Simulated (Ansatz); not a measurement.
Relaxation of C$_{3}$H$_{8}$STe (13 atoms, charge 0, multiplicity 1), to a largest force component of 0.015 eV/Å in at most 40 steps.

These are results of RKS PBE0-D4/def2-SVP (Ansatz 0.2.0), not measurements.

```xyz
13
Properties=species:S:1:pos:R:3
C -2.221 -0.316 0.364
Te -1.141 -0.710 -1.418
C 0.648 -0.926 -0.295
C 1.351 0.434 0.101
S 1.328 0.642 1.888
H -3.343 -0.171 0.086
H -1.899 0.689 0.796
H -2.097 -1.071 1.084
H 1.418 -1.492 -0.837
H 0.452 -1.504 0.662
H 2.455 0.305 -0.279
H 0.915 1.269 -0.434
H 2.143 1.802 1.793
```

**Question.** Where does it end, and by what steps?

**Answer.** The run converged. After 14 steps the energy has fallen by 0.620 eV; H12 moved furthest, 0.83 Å.

| step | energy less start (eV) | largest force component (eV/Å) | accepted |
| --- | --- | --- | --- |
| 0 | 0.0000 | 3.320 | yes |
| 1 | -0.4120 | 0.690 | yes |
| 2 | -0.4949 | 0.372 | yes |
| 3 | -0.5273 | 0.212 | yes |
| 4 | -0.5539 | 0.294 | yes |
| 5 | -0.5801 | 0.161 | yes |
| 6 | -0.5957 | 0.396 | yes |
| 7 | -0.6059 | 0.126 | yes |
| 8 | -0.6141 | 0.059 | yes |
| 9 | -0.6174 | 0.070 | yes |
| 10 | -0.6024 | 0.367 | no |
| 11 | -0.6186 | 0.101 | yes |
| 12 | -0.6199 | 0.032 | yes |
| 13 | -0.6199 | 0.035 | no |
| 14 | -0.6201 | 0.007 | yes |

```xyz
13
Properties=species:S:1:pos:R:3
C -2.291 -0.293 0.555
Te -1.181 -0.384 -1.286
C 0.740 -0.877 -0.409
C 1.577 0.290 0.075
S 0.830 1.045 1.557
H -3.355 -0.247 0.283
H -2.002 0.599 1.123
H -2.106 -1.205 1.138
H 1.274 -1.409 -1.211
H 0.553 -1.606 0.394
H 2.588 -0.071 0.331
H 1.670 1.049 -0.716
H 1.711 2.061 1.675
```

Time of the run: 60 s on 2 threads of Intel(R) Xeon(R) Platinum 8488C (Sapphire Rapids), with other jobs on the host, peak memory 0.36 GiB.
